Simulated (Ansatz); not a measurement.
GeH2S (SMILES [SH][GeH]) moved off its minimum; all values from Ansatz (an electronic-structure program), cores frozen in correlated methods.
(charge 0, multiplicity 1)
```xyz
4

Ge     0.15529    -0.50438     0.64593
H      0.64218    -1.50710    -0.62233
S     -0.40495     1.06617    -0.99045
H     -0.82657     1.93134    -0.01395
```

```csv
level,largest force (eV/Å),on atom,rms difference from CCSD(T)/def2-TZVPPD (eV/Å),dipole (D)
HF/def2-TZVPP,2.31,Ge1,0.287,1.85
PBE/def2-TZVPP,1.51,Ge1,0.178,1.41
r2SCAN/def2-TZVPP,1.90,Ge1,0.076,1.41
B3LYP/def2-TZVPP,1.69,Ge1,0.049,1.59
wB97M-V/def2-TZVPP,2.07,Ge1,0.124,1.68
MP2/def2-TZVPPD,1.98,Ge1,0.099,1.52
CCSD(T)/def2-TZVPPD,1.78,Ge1,0.000,1.44
```

The differences count from one level among others, with limits of its own. Forces at CCSD(T)/def2-TZVPPD (eV/Å):

```tsv
atom	Fx	Fy	Fz
Ge1	0.072	0.061	-1.779
H2	-0.238	0.466	0.862
S3	0.003	-0.245	1.590
H4	0.164	-0.282	-0.673
```
